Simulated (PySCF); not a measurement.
Cd(I)(SeH) (CdHISe), SMILES [SeH][Cd][I]. Atoms are numbered in the order given.

```xyz
4

Cd    -0.0104    -0.3802     0.0000
I      0.0048     2.2188     0.0000
Se    -0.0351    -2.8374     0.0000
H      1.4376    -2.8779     0.0000
```
Charge 0, spin multiplicity 1.

Geometry: PBE0-D3(BJ)/def2-SVP. The structure was generated by enumeration; whether it is a known compound was not checked. The def2 effective core potentials stand for the cores of Cd, I; spin–orbit coupling is left out. The values are those of a single conformer.

These are PBE/def2-TZVPD in PySCF values and carry that method's errors.

Mulliken values depend strongly on the basis, most of all with diffuse functions as here. ESP charges are fitted to the potential on shells at 1.4 to 2.0 van der Waals radii. Atomic charges (e):

```
atom  ESP fit  Mulliken
----  -------  --------
Cd1         …      0.50
I2          …     -0.27
Se3         …     -0.39
H4          …      0.15
```

Question: Some entries are withheld; supply them. (An estimate is asked for; the answer gives what the named calculation found.)

Answer: 
- Cd1, ESP fit: 0.42
- I2, ESP fit: -0.24
- Se3, ESP fit: -0.27
- H4, ESP fit: 0.09
